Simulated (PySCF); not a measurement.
C₃H₃, SMILES C#C[CH2] (connectivity only; charge and spin as stated), charge +1, multiplicity 1.

Geometry optimised at PBE0-D3(BJ)/def2-TZVP. The spin state was assumed, not searched. The isomer is the one that the SMILES or the coordinates give; other isomers of the formula were not compared.

The numbers are results of PBE/def2-TZVPD (PySCF), not measurements.

Symmetry labels are those of the subgroup C2v that the program uses (full group C2v).

Computed valence orbital energies around the gap with their symmetry:
```
orbital  symmetry  energy (eV)
-------  --------  -----------
HOMO−7         A1      -277.01
HOMO−6         A1       -27.45
HOMO−5         A1       -25.07
HOMO−4         A1       -20.48
HOMO−3         A1       -19.25
HOMO−2         B2       -18.55
HOMO−1         B1       -15.85
HOMO           B2       -14.19
LUMO           B1       -12.13
LUMO+1         B2        -7.34
LUMO+2         B1        -5.94
LUMO+3         A1        -4.94
```
